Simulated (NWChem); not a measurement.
SnH₂OF₂; SMILES [OH][SnH]([F])[F]

```xyz
6

Sn    -0.0024     0.0007    -0.2253
O      1.7611    -0.1992     0.5922
F     -1.1401    -1.3849     0.4786
F     -0.8074     1.6000     0.4845
H      0.0420     0.0007    -1.9158
H      1.7251    -0.2120     1.5571
```
Atoms are numbered in this order, from 1.

Level: PBE0/def2-SVP with def2 effective core potentials on Sn (NWChem), optimised geometry, unscaled harmonic frequencies. def2 effective core potentials on Sn; no spin-orbit coupling.

```tsv
frequency (cm⁻¹)	IR intensity (km/mol)
121	27.9
176	18.4
194	49.7
218	123.1
535	48.5
553	48.7
646	24.5
657	64.7
665	85.5
866	85.0
2006	45.1
3884	107.0
```

* **zero-point energy**: 15.0 kcal/mol
* **thermal correction to the enthalpy at 298.15 K (with zero-point energy)**: 19.4 kcal/mol
* **heat capacity Cv**: 19.0 cal/(mol K)
* **entropy at 298.15 K and 1 atm (symmetry number 1)**: 79.5 cal/(mol K)

Rigid rotor and harmonic oscillator.
